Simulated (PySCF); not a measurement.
Vertical excitation energies

Compound: C3H8O3Si.
SMILES: `O[SiH]1OCCCO1`

Computed with TDDFT B3LYP/def2-SVPD, vertical, gas phase, core orbitals frozen in the response (PySCF 2.14.0, density-fitted response routines). One conformer (not necessarily the lowest) at the GFN2-xTB geometry, without solvent, vibrations or thermal averaging.

Task: Predict the UV-vis stick spectrum at this level.

Result: 

```json
{"state": "S1", "E (eV)": "7.32", "ν̃ (cm⁻¹)": "59010", "f": "0.0001", "symmetry": "–", "main configurations (H = HOMO, L = LUMO)": "H→L (80%), H→L+1 (18%)"}
{"state": "S2", "E (eV)": "7.37", "ν̃ (cm⁻¹)": "59450", "f": "0.0035", "symmetry": "A″", "main configurations (H = HOMO, L = LUMO)": "H→L+1 (80%), H→L (18%)"}
{"state": "S3", "E (eV)": "7.44", "ν̃ (cm⁻¹)": "59970", "f": "0.0041", "symmetry": "A′", "main configurations (H = HOMO, L = LUMO)": "H-1→L (69%), H-1→L+1 (29%)"}
{"state": "S4", "E (eV)": "7.49", "ν̃ (cm⁻¹)": "60380", "f": "0.100", "symmetry": "A′", "main configurations (H = HOMO, L = LUMO)": "H-1→L+1 (69%), H-1→L (30%)"}
{"state": "S5", "E (eV)": "7.74", "ν̃ (cm⁻¹)": "62430", "f": "0.0037", "symmetry": "A″", "main configurations (H = HOMO, L = LUMO)": "H-2→L (52%), H-2→L+1 (40%)"}
{"state": "S6", "E (eV)": "7.84", "ν̃ (cm⁻¹)": "63230", "f": "0.0002", "symmetry": "–", "main configurations (H = HOMO, L = LUMO)": "H-2→L+1 (55%), H-2→L (42%)"}
{"state": "S7", "E (eV)": "8.18", "ν̃ (cm⁻¹)": "65970", "f": "0.016", "symmetry": "A′", "main configurations (H = HOMO, L = LUMO)": "H→L+2 (94%)"}
{"state": "S8", "E (eV)": "8.27", "ν̃ (cm⁻¹)": "66680", "f": "0.0001", "symmetry": "–", "main configurations (H = HOMO, L = LUMO)": "H→L+3 (82%), H-1→L+2 (10%)"}
```

Triplets, Tamm–Dancoff:

| state | E (eV) | λ (nm) | main configurations (H = HOMO, L = LUMO) |
| --- | --- | --- | --- |
| T1 | 7.20 | 172.3 | H→L (56%), H→L+1 (41%) |
| T2 | 7.28 | 170.4 | H-1→L+1 (55%), H-1→L (40%) |
| T3 | 7.31 | 169.7 | H-1→L (57%), H-1→L+1 (39%) |

The lowest singlet comes at 169 nm (706 kJ/mol) in the vacuum ultraviolet; it is dark (f under 0.0005); its leading configuration is HOMO→LUMO (80%). The strongest level in the table is S4 at 7.49 eV (166 nm, f = 0.100). Löwdin shares by element: HOMO oxygen 58% or more, carbon 22% or more (atoms not listed hold the other 20%); LUMO oxygen 35% or more, silicon 20%, hydrogen 18% or more (atoms not listed hold the other 27%). The listed states span 0.95 eV, and the widest gap between neighbours is 0.34 eV (S6 to S7). Weighted by f, the mean energy of these states is 7.57 eV. The oscillator strengths of these states sum to 0.128; summed over the whole spectrum of an exact calculation they would give the number of electrons, 64 (Thomas–Reiche–Kuhn). Symmetry labels in Cs follow from the direction of the transition dipole and are given only for states with f of 0.002 or more. Singlets were solved by full linear response, triplets in the Tamm–Dancoff approximation.

Time: 65 s of wall time; peak memory 0.84 GiB. Hardware: one thread of an Arm Neoverse N1, shared host with 64 logical CPUs at a one-minute load of 59.
